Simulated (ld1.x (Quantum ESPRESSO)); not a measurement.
## lead (Pb): one change to a TM potential, before and after

ld1.x (Quantum ESPRESSO) 7.5 input, shortened:

```
&input
   title='Pb', zed=82., rel=1, dft='PBE', iswitch=3,
   config='[Xe] 4f14 5d10 6s1 6p3 6d-2'
 /
 &inputp
   pseudotype=2, tm=.true., lloc=-1, rcloc=1.60,
   nlcc=.true., new_core_ps=.true., rcore=1.60
 /
3
6S  1  0   1.00   0.00  1.95  1.95  0.0
6P  2  1   3.00   0.00  1.95  1.95  0.0
6D  3  2  -2.00   0.10  2.00  2.00  0.0
 &test
   configts(1)='6s1 6p3'
 /
```

Change: wave 6s (bound): rc 1.95 bohr becomes 6s (bound): rc 2.30 bohr.

Cutoffs: the cutoffs (Ry, on a coarse ladder) from which the occupation-weighted sum of valence levels, in a spherical-Bessel basis at the reference potential, stays within 10 and 1 mRy of its value at 400 Ry; they do not see the model core or the augmentation charge, which bear on the density cutoff. Errors are all-electron minus pseudo energies relative to the spin-unpolarised reference configuration.

Q: Predict the effect on cutoff, ghosts and configuration errors.

A: The potential gets neither clearly harder nor softer (30 Ry and 50 Ry → 30 Ry and 50 Ry); both files keep a bound ghost (d, p, s); of the 7 tests that both files solve, the error grows in 2 and shrinks in 0 by more than 15 % and 0.3 meV (median size 40.1 → 44.5 meV).

```tsv
quantity	base	changed
cutoff, loose	30 Ry	30 Ry
cutoff, tight	50 Ry	50 Ry
loose cutoff by channel (10 mRy a level)	s 18 Ry, p 8 Ry	s 15 Ry, p 8 Ry
bound ghosts	s, d, p	s, d, p
error for 6s2 6p2, meV [ΔE -8.74 eV]	-40	-45
error for 6s2 6p1, meV [ΔE -2.16 eV]	-15	-19
error for 6s2 6p0, meV [ΔE 11.28 eV]	-48	-51
error for 6s0 6p4, meV [ΔE 9.10 eV]	-51	-57
error for 6s1 6p2, meV [ΔE 7.37 eV]	-24	-24
error for 6s2 6p1.5, meV [ΔE -6.24 eV]	-24	-28
error for 6s2 6p2.3, meV [ΔE -9.54 eV]	-50	-54
```

 A true bound ghost makes a file unfit for plane-wave use even where its test errors are small: the radial tests pick states by their node count and pass the ghost by.
